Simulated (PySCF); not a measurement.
Geometries of 2 isomers of C4H3FN2, from PySCF, PBE0-D3(BJ)/def2-SVP geometry optimisation, gas phase. One conformer each, no zero-point energy, no frequencies.

Question: Which is lower in electronic energy at this level?
A.
```xyz
10
angstrom
F     -1.861   -1.569    0.434
C     -0.766   -0.850    0.268
C     -0.879    0.540    0.133
N      0.204    1.280   -0.033
C      1.379    0.650   -0.064
C      1.464   -0.733    0.071
N      0.376   -1.484    0.239
H     -1.859    1.026    0.163
H      2.278    1.260   -0.200
H      2.430   -1.248    0.044
```
B.
```xyz
10
angstrom
F      2.516   -0.117   -0.176
C      1.207   -0.088   -0.069
N      0.607   -1.261   -0.057
C     -0.718   -1.227    0.048
C     -1.426   -0.030    0.139
C     -0.661    1.134    0.113
N      0.665    1.110    0.008
H     -1.234   -2.193    0.060
H     -2.512   -0.006    0.224
H     -1.129    2.122    0.179
```

Answer: B. That is `Fc1ncccn1` (2-fluoropyrimidine), 7.8 kcal/mol below the other.

```json
{"SMILES": "Fc1ncccn1", "atoms numbered as above": "[F:1][c:2]1[n:3][cH:4][cH:5][cH:6][n:7]1", "E (Eh)": "-362.91407", "relative (kcal/mol)": "0.0", "relative (kJ/mol)": "0.0", "dipole (D)": "3.69"}
{"SMILES": "Fc1cnccn1", "atoms numbered as above": "[F:1][c:2]1[cH:3][n:4][cH:5][cH:6][n:7]1", "E (Eh)": "-362.90163", "relative (kcal/mol)": "7.8", "relative (kJ/mol)": "32.7", "dipole (D)": "1.32"}
```
